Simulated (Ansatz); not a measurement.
A made-up structure of Si2H3ClO, closed shell:

```
7
angstrom
O -1.1512 1.5980 -0.0650
Si -0.3286 0.4475 0.7612
Si 1.1530 -0.9030 -0.2278
Cl 0.4886 -1.4290 -2.1305
H 1.8137 -0.4211 0.9330
H 0.0373 1.0881 2.0526
H 1.2361 -2.1680 0.5628
```

It is relaxed with PBE-D4/def2-SVP and then PBE0-D4/def2-TZVP (Ansatz 0.2.0). Atoms count as bonded within 1.22 times the sum of their covalent radii (H–H: 0.88 Å). The end point is not checked to be a true minimum.

(1) Does its bonding change? (A judgement: the text doesn't fix the answer.)

Answers

(1) Computed: No: no bond forms or breaks.

Where it ends: The first stage lowers the energy by 2.54 eV in 10 steps. It ends as Si₂H₃ClO ([O][SiH][SiH2][Cl]):
| atom | x (Å) | y (Å) | z (Å) |
| --- | --- | --- | --- |
| O1 | -1.3825 | 1.4444 | -0.0853 |
| Si2 | -0.3700 | 0.7167 | 0.7839 |
| Si3 | 1.0903 | -0.9547 | -0.0101 |
| Cl4 | 0.7992 | -1.2431 | -2.0097 |
| H5 | 2.4921 | -0.5325 | 0.2387 |
| H6 | -0.2073 | 1.0001 | 2.2443 |
| H7 | 0.8270 | -2.2182 | 0.7243 |

Labels in which every atom is bracketed show which atoms are joined, not bond orders.

For scale, one of the runs: PBE0-D4/def2-TZVP relaxation, 160 basis functions, launched by `ansatz run in.yaml --threads 2 --pin off --events-out ev --progress --plain --max-ram 4352MiB`. The run took about 42 s on 2 CPU threads of an Arm Neoverse V1 (shared host).
